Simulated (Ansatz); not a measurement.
`FB(F)[SiH3]` + CH₄ → `CB(F)F` + SiH₄  (formal exchange of groups at a B–Si bond)

Calculated with Ansatz (gas phase, PBE0-D4/def2-TZVP geometries, no zero-point term in ΔE). CBS: MP2 limit from def2 TZ/QZ plus the TZ coupled-cluster correction, frozen cores. This one scheme is used for every species. DFT in def2-TZVPP.

```tsv
level	ΔE (kJ/mol)
ωB97X-V	-31.2
r2SCANh	-32.6
CAM-B3LYP	-34.5
CCSD/def2-TZVPP	-34.8
```

**Question.** What does CCSD(T)/CBS give? (Estimate.)

**Answer.** Ansatz gave: -31.9 kJ/mol. The listed levels differ from it by 0.7, -0.7, -2.6, -2.9 kJ/mol.

Largest T1 diagnostic among the species: 0.014.

From BLYP to BHLYP (50 % exact exchange), in def2-TZVPP and without D4, ΔE moves by −10.7 kJ/mol. At CCSD(T), def2-SVP lies −6.9 kJ/mol from the extrapolated value and def2-TZVPP −1.1 kJ/mol.
